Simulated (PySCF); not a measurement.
CH₈F₂Si₃, SMILES F[Si@@H]([SiH3])[SiH2]CF. Atoms are numbered in the order given.

```xyz
14

F     -0.9572     1.8556     0.5424
C     -2.0101     0.9419     0.5321
Si    -1.2868    -0.7850     0.9390
Si     0.9508    -0.4927     0.2863
F      1.6436    -1.9586     0.0414
Si     1.0289     0.7582    -1.7035
H     -2.4661     0.9513    -0.4723
H     -2.7726     1.2820     1.2518
H     -1.9806    -1.8327     0.1287
H     -1.4483    -1.1101     2.3893
H      1.7256     0.1890     1.3664
H      2.0797     0.2044    -2.6117
H     -0.2914     0.6781    -2.4035
H      1.3363     2.1870    -1.4016
```

Geometry optimised at PBE0-D3(BJ)/def2-SVP. The structure was generated by enumeration; whether it is a known compound was not checked. Other conformers were not sampled.

Two levels are set side by side: PBE/pcSseg-1 (PySCF) and HF/pcSseg-1 (PySCF). GIAO shifts against CFCl3 (¹⁹F), TMS (²⁹Si), TMS (¹H), TMS (¹³C) at the same level; non-relativistic, no solvent, atoms listed together averaged. Differences are taken from unrounded values.

```tsv
quantity	PBE
δ(¹⁹F) of F1 (ppm)	-307.5
δ(¹³C) of C2 (ppm)	81.1
δ(²⁹Si) of Si3 (ppm)	-68.7
δ(²⁹Si) of Si4 (ppm)	29.3
δ(¹⁹F) of F5 (ppm)	-288.3
δ(²⁹Si) of Si6 (ppm)	-104.5
δ(¹H) of H11 (ppm)	6.70
```

Task: These are the PBE values. What does HF give? (The exact figures need the calculation; the answer reports its results.)

Result: 
```json
[
 {"quantity": "δ(¹⁹F) of F1 (ppm)", "HF": "-252.8", "PBE minus HF": "-54.8"},
 {"quantity": "δ(¹³C) of C2 (ppm)", "HF": "69.3", "PBE minus HF": "11.8"},
 {"quantity": "δ(²⁹Si) of Si3 (ppm)", "HF": "-57.5", "PBE minus HF": "-11.2"},
 {"quantity": "δ(²⁹Si) of Si4 (ppm)", "HF": "14.4", "PBE minus HF": "14.9"},
 {"quantity": "δ(¹⁹F) of F5 (ppm)", "HF": "-210.2", "PBE minus HF": "-78.1"},
 {"quantity": "δ(²⁹Si) of Si6 (ppm)", "HF": "-87.9", "PBE minus HF": "-16.6"},
 {"quantity": "δ(¹H) of H11 (ppm)", "HF": "5.61", "PBE minus HF": "1.09"}
]
```

Rough cost on one machine, each run with all the roots and properties that it gave: HF against PBE within a factor of 2.
